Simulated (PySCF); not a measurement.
H₆O₄SiSn, SMILES [OH][Sn]([O][SiH3])([OH])[OH].

Geometry: r2SCAN-D4/def2-SVP. A frequency run showed that this geometry is not a minimum. The def2 effective core potentials stand for the cores of Sn; spin–orbit coupling is left out. One conformer was computed; it need not be the lowest.

These are TDA-PBE0/def2-SVPD run with PySCF values and carry that method's errors.

Vertical excitations. Isolated molecule, no solvent.

Computed UV-visible absorptions:
```csv
state,energy (eV),λ (nm),f,main pairs
S1,5.37,231,0.007,HOMO→LUMO 93 %
S2,5.58,222,0.030,"HOMO−1→LUMO 45 %, HOMO−2→LUMO 45 %"
S3,5.68,218,0.040,"HOMO−2→LUMO 43 %, HOMO−1→LUMO 38 %, HOMO−4→LUMO 10 %"
S4,5.83,213,0.021,"HOMO−4→LUMO 43 %, HOMO−3→LUMO 39 %, HOMO−1→LUMO 9 %"
S5,6.03,206,0.076,"HOMO−3→LUMO 47 %, HOMO−4→LUMO 40 %"
S6,6.97,178,0.156,HOMO−5→LUMO 86 %
S7,7.09,175,0.097,HOMO−6→LUMO 85 %
S8,7.45,166,0.004,HOMO−7→LUMO 83 %
S9,7.56,164,0.049,HOMO−8→LUMO 81 %
S10,7.66,162,0.003,HOMO→LUMO+1 78 %
T1,5.05,245,0,HOMO→LUMO 85 %
T2,5.10,243,0,HOMO−2→LUMO 86 %
T3,5.11,242,0,"HOMO−1→LUMO 55 %, HOMO−4→LUMO 15 %, HOMO−3→LUMO 14 %"
T4,5.29,234,0,HOMO−3→LUMO 74 %
```
Triplets are in the Tamm–Dancoff approximation.
